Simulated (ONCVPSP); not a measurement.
Scattering properties, ONCV potential for germanium

ONCVPSP 4.0.1 input, shortened (lines: element, Z, core and valence counts, functional; n l f; lmax; l rc ep ncon nbas qcut; lloc lpopt rc5 dvloc0; l nproj debl; icmod fcfact rcfact), LDA (Perdew-Wang 92), scalar-relativistic:

```
  Ge 32.00    4    4  -001012      upf
    1    0    2.00
    2    0    2.00
    2    1    6.00
    3    0    2.00
    3    1    6.00
    3    2   10.00
    4    0    2.00
    4    1    1.00
    2
    0    1.90    0.00    3    7    4.40
    1    1.05    0.00    4    9   13.30
    2    1.25    0.00    4    9   11.70
    4    5    1.00    0.00
    0    2    1.00
    1    2    2.70
    2    2    3.20
    3    4.75    1.40
```

The phase is arctan(r·R′/R) of the radial function R(r), unwrapped; energies in Ha, scanned from -6 to 5 Ha. A pole is an energy at which the radial function vanishes at the test radius. The pseudo phase is shifted by a multiple of π to meet the all-electron one at the reference energy, and phase errors are pseudo minus all-electron; the curves can meet again beyond the range given. Levels narrower than the energy grid can be missing from the lists of poles. Where the grid stepped over a known ghost or core level, its pole and its step of π were put in at the level’s energy.

```tsv
channel	radius (bohr)	reference energy (Ha)	poles, all-electron	poles, pseudo	unbroken range about the reference energy with phases within 0.05 rad	phase error 1 Ha above the reference energy (rad)
s	1.93	-0.74	0.89	-1.13, 0.89	-1.1 to 3.5	+0.000
p	1.07	-0.42	-3.52	-3.52	the whole range	+0.000
d	1.27	-1.42	-0.85	-0.85	the whole range	+0.000
```

Note: ghosts flagged at negative energy: s at -30.7 eV; no localised positive-energy state flagged. A true bound ghost makes a file unfit for plane-wave use.

Phases in the s channel:

```json
{"E (Ha)": "-5.96", "all-electron": "1.373", "pseudo": "4.510"}
{"E (Ha)": "-5.40", "all-electron": "1.355", "pseudo": "4.494"}
{"E (Ha)": "-4.84", "all-electron": "1.334", "pseudo": "4.474"}
{"E (Ha)": "-4.28", "all-electron": "1.307", "pseudo": "4.447"}
{"E (Ha)": "-3.72", "all-electron": "1.269", "pseudo": "4.410"}
{"E (Ha)": "-3.16", "all-electron": "1.213", "pseudo": "4.354"}
{"E (Ha)": "-2.60", "all-electron": "1.118", "pseudo": "4.258"}
{"E (Ha)": "-2.04", "all-electron": "0.920", "pseudo": "4.060"}
{"E (Ha)": "-1.48", "all-electron": "0.357", "pseudo": "3.497"}
{"E (Ha)": "-0.92", "all-electron": "-0.751", "pseudo": "-0.751"}
{"E (Ha)": "-0.36", "all-electron": "-1.257", "pseudo": "-1.257"}
{"E (Ha)": "0.20", "all-electron": "-1.447", "pseudo": "-1.447"}
{"E (Ha)": "0.76", "all-electron": "-1.552", "pseudo": "-1.552"}
{"E (Ha)": "1.32", "all-electron": "-1.630", "pseudo": "-1.630"}
{"E (Ha)": "1.88", "all-electron": "-1.706", "pseudo": "-1.707"}
{"E (Ha)": "2.44", "all-electron": "-1.806", "pseudo": "-1.808"}
{"E (Ha)": "3.00", "all-electron": "-1.988", "pseudo": "-1.997"}
{"E (Ha)": "3.56", "all-electron": "-2.515", "pseudo": "-2.582"}
{"E (Ha)": "4.12", "all-electron": "-3.765", "pseudo": "-3.873"}
{"E (Ha)": "4.68", "all-electron": "-4.293", "pseudo": "-4.342"}
```
